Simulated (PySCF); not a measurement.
Ga(PH2)3 (GaH6P3), SMILES [PH2][Ga]([PH2])[PH2].

Coordinates come from a PBE0-D3(BJ)/def2-SVP optimisation. The structure was generated by enumeration; whether it is a known compound was not checked. One conformer was computed; it need not be the lowest.

Method: PBE/def2-TZVP in PySCF.

Gas-phase values at a fixed geometry.

| Item | Value |
|---|---|
| total energy | -2951.80829 hartree |
| point group | Cs |
| highest occupied level | -6.05 eV |
| lowest empty level | -2.27 eV |
| orbital gap | 3.79 eV |
| dipole moment | 0.57 D |
| quadrupole, principal values (traceless, Buckingham form, about the centre of nuclear charge) | -5.87, -1.10, 6.97 D·Å |
| mean static polarisability | 120.6 bohr³ (17.87 Å³) |
| polarisability, principal values | 82.2, 139.2, 140.5 bohr³ |
